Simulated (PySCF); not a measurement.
**Working out the excitation energy of Ba**

Ba [Xe] 6s2 (1S) → Ba [Xe] 5d1 6s1 (3D). Calculation: PySCF 2.14, in def2-QZVPPD with the def2 core potential (46 electrons); scalar relativity through the core potential. Frozen: 5s2 5p6. Energies in hartree (1 hartree = 27.21139 eV):

```
            part  Ba (lower)  Ba (upper)
             UHF  -25.095222  -25.065708
CCSD correlation   -0.023829   -0.006140
             (T)    0.000000    0.000000
```

Task: What does Hartree-Fock give?

Result: (-25.065708) − (-25.095222) = 0.029514 hartree = 0.803 eV.

Task: What do CCSD and CCSD(T) give?

Result: The CCSD correlation energies differ by 0.017689 hartree = 0.481 eV and the triples by 0.000000 hartree = 0.000 eV, so CCSD gives 1.284 eV and CCSD(T) 1.284 eV.

Measured between the centres of the two terms (NIST): 1.160 eV, so CCSD(T) (valence) is off by 0.124 eV.

What remains against the reference includes basis incompleteness, the frozen core and higher excitations.
